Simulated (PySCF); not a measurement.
Molecule: SMILES O=C(O)C=C1C=C1, C$_{5}$H$_{4}$O$_{2}$.

Bonds (- single, = double, # triple, : aromatic): O1=C2, C2-O3, C2-C4, C4=C5, C5-C6, C6=C7, C7-C5. O3 carries H8; C4 carries H9; C6 carries H10; C7 carries H11.

Frames of a GFN2-xTB Langevin trajectory at 300 K; GIAO PBE0/pcSseg-1 shieldings in PySCF, gas phase, non-relativistic; equivalent atoms averaged within each frame.

δ = σ(ref) − σ, references computed at the same level: H2O for ¹⁷O (336.08 ppm); TMS for ¹³C (186.93 ppm), ¹H (31.72 ppm). The references are static minima.

How do the shifts (ppm) fluctuate along the trajectory?

Answers


```
         time (fs)     O1     O3     C2     C7     C6     C5    C4   H10   H11    H8
optimised geometry  416.3  195.1  171.0  144.7  150.7  134.0  79.9  8.73  8.41  5.47
               250  442.0  208.3  175.5  152.3  150.9  143.5  79.9  9.16  8.86  5.92
               425  405.7  205.1  173.3  153.9  145.5  132.6  89.5  8.61  9.05  5.31
               625  418.1  215.4  174.7  149.9  146.0  135.1  79.6  8.18  8.71  6.06
               800  462.3  187.7  177.8  150.7  148.6  137.2  86.6  8.60  8.56  5.53
              1000  420.6  204.3  167.7  136.7  150.7  126.4  74.6  9.31  7.70  5.78
    mean of frames  429.7  204.1  173.8  148.7  148.3  134.9  82.0  8.77  8.57  5.72
standard deviation   22.4   10.2    3.8    6.9    2.5    6.3   6.0  0.46  0.52  0.30
```

5 frames give an uncertainty of the mean of about the standard deviation over 2.2 at best, since frames this close in time may not be independent; classical motion lacks zero-point vibration, and the reference would need the same averaging.
